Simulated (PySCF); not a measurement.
## Electron correlation in Ge²⁺ (germanium, charge +2)

[Ar] 3d10 4s1 4p1, high-spin 3P determinant (an excited configuration). Calculation: PySCF 2.14, in dyall-av2z; the non-relativistic Hamiltonian (point nucleus). Frozen: [Ar] 3d10; 2 electrons correlated; the 34 highest virtual orbitals of each spin left out.

With two correlated electrons CCSD is exact within the correlated space (frozen core and kept virtual orbitals).

```
level  correlation energy (mhartree)
 CCSD                          -3.66
```

Diagnostics: T1 = 0.0017, D1 = 0.0031, largest double amplitude 0.031.

Cost of the coupled-cluster step: roughly 0.9 core-seconds, for 2 correlated electrons.
